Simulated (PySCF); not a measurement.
Delta-SCF ions had no search for a lower state. Excitations are Tamm–Dancoff values on a coarser integration grid. The basis has no diffuse functions, so Rydberg states are missing or too high.

CH3B2N, SMILES `C1=BB1N` (H–N–B–C torsion 180°) (charge 0, multiplicity 1)

Method: PBE0-D3(BJ)/def2-TZVP (PySCF).

```yaml
HOMO: -7.11 eV
dipole_moment: 2.75 D
LUMO: -1.95 eV
HOMO–LUMO gap: 5.16 eV
S1 excitation (TDA): 3.36 eV
S1 oscillator strength: 0.005
brightest of the four lowest singlets (TDA): 5.79 eV
T1 excitation (TDA): 2.50 eV
S1–T1 gap (TDA): 0.85 eV
vertical ionisation energy (Delta-SCF): 9.26 eV
total_energy: -144.1541 Ha
cost: roughly 90 core-seconds
```

```xyz
7

N     -1.2661    -0.0717     0.0007
B      0.0054     0.4679    -0.0429
B      1.3077     1.2718    -0.1108
C      1.5639    -0.0521     0.0120
H     -2.0901     0.5006    -0.0556
H     -1.4504    -1.0557     0.0902
H      1.9296    -1.0609     0.1064
```
